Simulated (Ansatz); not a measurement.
Two isomers of C2H7GaSi: A = `C[CH]1[SiH2][GaH]1`, B = `[SiH3][CH]1[CH2][GaH]1`.

Program: Ansatz. Geometries: PBE0-D4/def2-TZVP. ΔE: electronic, gas phase. CCSD(T)/CBS is the MP2 limit (def2-TZVPP, def2-QZVPP) plus CCSD(T) − MP2 in def2-TZVPP, frozen cores. DFT in def2-TZVPP. B3LYP here is the variant with VWN-RPA as its local correlation; programs differ in this. For Ga outer-core shells are correlated without core-valence functions, which leaves a few kJ/mol of doubt a bond. Scalar relativity is left out up to krypton.

Q: Which isomer does CCSD(T)/CBS put lower? Give the gap. (An estimate is asked.)

A: Ansatz gave: B, by 20.0 kJ/mol.

Q: Give E(B) − E(A) in kJ/mol with PBE-D4, B3LYP, B2PLYP, HF/def2-TZVPP, B3LYP-D4, PBE0-D4, CCSD/def2-TZVPP. (Estimate.)

A: Computed: PBE-D4 -21.8, B3LYP -27.3, B2PLYP -19.8, HF/def2-TZVPP -4.4, B3LYP-D4 -33.0, PBE0-D4 -8.1, CCSD/def2-TZVPP -6.1. None reverses the order clearly.

Largest T1 diagnostic: 0.017.

The D4 term adds −5.7 kJ/mol with B3LYP and −2.6 kJ/mol with PBE0; it sums over pairs of atoms, weighted by their polarisabilities, and B3LYP, whose exchange is more repulsive, gets the larger term. From PBE to PBE0 (25 % exact exchange), in def2-TZVPP and without D4, E(B) − E(A) moves by +13.0 kJ/mol.
